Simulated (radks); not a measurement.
The numbers below are computed, except where a source is named.
Yb, 70 electrons, occupied as [Kr] 4d10 4f14 5s2 5p4 6s2 5d2 (not the ground configuration).

Code: a radial shooting solver on a logarithmic mesh with Libxc functionals. Model: scalar-relativistic Kohn-Sham, r2SCAN, spin-polarised, spherical densities, finite nucleus; open shells are filled with parallel spins first (spin-orbit coupling, left out, can overturn this in heavy ions); meta-GGA in the generalised Kohn-Sham scheme; Fermi nuclear charge, rms radius 5.3108 fm.

Energy parts (eV):
total: -382525.52
kinetic: 416783.94
electron-nucleus: -941223.79
Hartree: 149887.71
exchange-correlation: -7973.39

Orbitals (lengths in bohr, moments of r in powers of bohr; r(max) is where P^2 peaks):
\begin{tabular}{lrrrrrr}
orbital & occ. & eigenvalue (eV) & r(max) & <r^2> & <r> & <1/r> \\ \hline
1s up & 1 & -61319.71 & 0.01237 & 0.0005301 & 0.01966 & 80.62 \\
1s down & 1 & -61319.47 & 0.01237 & 0.0005301 & 0.01966 & 80.62 \\
2s up & 1 & -10418.17 & 0.07055 & 0.008209 & 0.08332 & 18.81 \\
2s down & 1 & -10418.04 & 0.07055 & 0.008209 & 0.08332 & 18.81 \\
2p up & 3 & -9180.002 & 0.05756 & 0.006716 & 0.07415 & 17.26 \\
2p down & 3 & -9179.783 & 0.05756 & 0.006716 & 0.07415 & 17.26 \\
3s down & 1 & -2361.333 & 0.1992 & 0.05356 & 0.2164 & 6.962 \\
3s up & 1 & -2361.320 & 0.1992 & 0.05355 & 0.2164 & 6.962 \\
3p up & 3 & -1986.217 & 0.1964 & 0.05411 & 0.2160 & 6.474 \\
3p down & 3 & -1986.182 & 0.1964 & 0.05411 & 0.2160 & 6.474 \\
3d up & 5 & -1529.013 & 0.1604 & 0.04511 & 0.1961 & 6.122 \\
3d down & 5 & -1528.904 & 0.1604 & 0.04511 & 0.1961 & 6.122 \\
4s up & 1 & -474.2135 & 0.4553 & 0.2692 & 0.4883 & 2.928 \\
4s down & 1 & -474.0282 & 0.4555 & 0.2692 & 0.4884 & 2.927 \\
4p up & 3 & -350.6305 & 0.4764 & 0.3061 & 0.5186 & 2.673 \\
4p down & 3 & -350.4604 & 0.4766 & 0.3058 & 0.5185 & 2.672 \\
4d up & 5 & -187.1943 & 0.4915 & 0.3659 & 0.5612 & 2.360 \\
4d down & 5 & -186.9361 & 0.4917 & 0.3642 & 0.5602 & 2.363 \\
5s up & 1 & -63.4370 & 1.071 & 1.626 & 1.202 & 1.100 \\
5s down & 1 & -59.4381 & 1.063 & 1.597 & 1.191 & 1.115 \\
5p up & 3 & -34.7773 & 1.222 & 2.275 & 1.415 & 0.9200 \\
5p down & 1 & -30.5477 & 1.214 & 2.281 & 1.414 & 0.9246 \\
4f up & 7 & -9.1190 & 0.4857 & 0.8032 & 0.7708 & 1.739 \\
4f down & 7 & -8.1909 & 0.4846 & 0.7477 & 0.7484 & 1.770 \\
6s up & 1 & -5.3723 & 2.983 & 13.81 & 3.488 & 0.3622 \\
6s down & 1 & -4.4642 & 3.159 & 16.25 & 3.778 & 0.3300 \\
5d up & 2 & -3.5331 & 1.748 & 7.400 & 2.457 & 0.5395 \\
6p up & 0 & -1.3981 & 3.982 & 28.04 & 4.911 & 0.2571 \\
5d down & 0 & -0.9785 & 1.885 & 11.67 & 3.030 & 0.4542 \\
6p down & 0 & -0.9686 & 4.272 & 27.63 & 4.935 & 0.2498 \\
\end{tabular}

The highest occupied level is 5d up at -3.533 eV. Spin moment in Bohr magnetons: 4. The electron density at the nucleus is 1.085e+06 e/bohr^3 (large components only).
